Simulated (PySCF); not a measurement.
C₃H₅F₃, SMILES C[C@@H](F)C(F)F. Atoms are numbered in the order given.

```xyz
11

C     -1.9119     0.2880    -0.0335
C     -0.5226     0.2933     0.5704
F     -0.3108    -0.8864     1.2570
C      0.5718     0.4409    -0.4772
F      1.7907     0.4039     0.1124
F      0.5074    -0.5742    -1.3772
H     -2.0024    -0.5409    -0.7502
H     -2.6617     0.1579     0.7593
H     -2.1179     1.2344    -0.5576
H     -0.4013     1.1279     1.2852
H      0.4735     1.3975    -1.0241
```
Charge 0, spin multiplicity 1.

Geometry: B3LYP-D3(BJ)/def2-SVP. The structure was generated by enumeration; whether it is a known compound was not checked. One conformer was computed; it need not be the lowest.

Computed with PBE/def2-TZVP run with PySCF.

The molecule is in vacuum.

Computed frontier levels, gap, dipole moment and polarisability:
The highest occupied level comes out as -7.70 eV and the lowest empty level is 0.16 eV. The orbital gap comes out as 7.85 eV, the dipole moment comes out as 3.04 D and the quadrupole, principal values (traceless, Buckingham form, about the centre of nuclear charge) is -1.49, -0.22, 1.71 D·Å. The mean static polarisability comes out as 40.8 bohr³ (6.04 Å³) and the polarisability, principal values is 38.9, 39.4, 44.1 bohr³.
